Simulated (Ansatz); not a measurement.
A single point on BrGaH$_{2}$S$_{2}$, SMILES `[SH][Ga]([SH])[Br]`.

```yaml
crystal:
  periodic: [false, false, false]
  atoms:
    - {symbol: S, position_ang: [0.122012, 1.867639, 1.169375]}
    - {symbol: Ga, position_ang: [0.026038, 0.002312, 0.035373]}
    - {symbol: S, position_ang: [1.261238, -1.714951, 0.582998]}
    - {symbol: Br, position_ang: [-1.389775, -0.155044, -1.752373]}
    - {symbol: H, position_ang: [-0.790726, 2.463942, 0.383912]}
    - {symbol: H, position_ang: [0.771213, -2.463898, -0.419286]}
basis:
  gaussian: {orbitals: def2-QZVPP}
correlation: {method: mp2}
```

```sh
$ ansatz run in.yaml --threads 2 --pin off --events-out ev --progress --plain --max-ram 22528MiB --backend cuda --devices 0, --max-vram 18GiB
```

It prints (some lines left out):

```
Functional definition: HF
2385 factors; integrals over basis functions are off by at most 5.9e-4 eV
mean field evaluation 1: about -144005.9072 eV, gradient 2.0e1 eV
mean field evaluation 2: about -144006.0142 eV, gradient 2.1e1 eV
mean field evaluation 4: about -144007.5070 eV, gradient 3.7e0 eV
mean field evaluation 8: about -144007.5562 eV, gradient 4.5e-1 eV
mean field evaluation 16: about -144007.5571 eV, gradient 2.0e-6 eV
mean field -144007.55713923 eV, -5292.1801130385 hartree, gradient 2.0e-6 eV, S^2 0.000000; 0 other end points of the search recorded, 0 dependent functions left out
28 core orbitals not correlated: weight in the atoms' cores, before any rotation towards them, 1.000 or more for the frozen orbitals, at most 0.000 for the correlated occupied ones
reference -144007.55713923 eV, -5292.1801130385 hartree; 22, 22 occupied and 328, 328 virtual orbitals, 2385 factors
second order -39.22390259 eV of doubles, -0.00000000 eV of singles
Total energy: -144046.78104182 eV, -5293.6215648719 hartree
```

It took 4.8 s on 2 threads of an AMD EPYC 7R13 on a shared host and a share of an NVIDIA H100 80 GB, with 0.96 GiB of host memory at the peak.
